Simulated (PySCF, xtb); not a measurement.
Si(All)(F)2(H) (C3H6F2Si), SMILES C([SiH](F)F)C=C. The values are those of a single conformer.

Harmonic wavenumbers (cm⁻¹) from GFN2-xTB run with xtb 6.7.1 at its own minimum, in rising order: 37, 70, 128, 200, 251, 277, 406, 590, 626, 652, 751, 789, 848, 873, 891, 956, 1021, 1053, 1172, 1224, 1298, 1412, 1447, 1715, 2444, 2941, 2988, 3063, 3098, 3129.

Task: What does PySCF with PBE-D3(BJ)/def2-SVP give at its own minimum? (An estimate is asked for; the answer gives what the named calculation found.)

Result: 50, 61, 134, 243, 287, 323, 397, 581, 685, 744, 799, 812, 870, 889, 919, 936, 988, 1017, 1136, 1163, 1270, 1352, 1385, 1664, 2227, 2974, 3037, 3070, 3082, 3172. Paired by order, the mean absolute difference is 40 cm⁻¹ and the zero-point energies are 52.0 and 51.8 kcal/mol.
